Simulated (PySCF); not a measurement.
Electron correlation in Si- (silicon, charge -1)

[Ne] 3s2 3p3, high-spin 4S determinant. Calculation: PySCF 2.14, in dyall-av2z (13s9p2d, 50 functions); no relativity, point nucleus. Frozen: [Ne]; 5 electrons correlated; the 15 highest virtual orbitals of each spin left out.

MP2 pair energies summed by pair of shells (mhartree):

| pair | energy | share (%) |
| --- | --- | --- |
| 3s-3p | -38.65 | 60.1 |
| 3p-3p | -15.03 | 23.4 |
| 3s-3s | -10.63 | 16.5 |

Total MP2 correlation energy: -64.31 mhartree.

Same-spin part -19.38 and opposite-spin part -44.93 mhartree; SCS-MP2 scales them by 1/3 and 6/5 to -60.38 mhartree.
